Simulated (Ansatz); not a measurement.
Ansatz results at the PBE0-D4/def2-TZVP geometry: HOMO–LUMO gap (PBE0/def2-TZVPP) 7.10 eV; LUMO energy (B3LYP/def2-TZVPP) -1.15 eV; size of the dipole moment (B3LYP/def2-TZVPP) 1.06 D.

Each molecule was computed in one conformer, which needn't be the lowest.

Q: Which molecule gave them?
A. `C[Si]1(Cl)CN1`
B. `BO[SiH](S)Cl`
C. `B1CN[SiH2]1`
D. `BB1CO1`

A: B. The others give `C[Si]1(Cl)CN1`: 7.46, 0.31, 2.68; `B1CN[SiH2]1`: 4.71, -2.13, 1.13; `BB1CO1`: 5.73, -2.44, 1.17.

B3LYP here is the variant with VWN-RPA as its local correlation; programs differ in this.
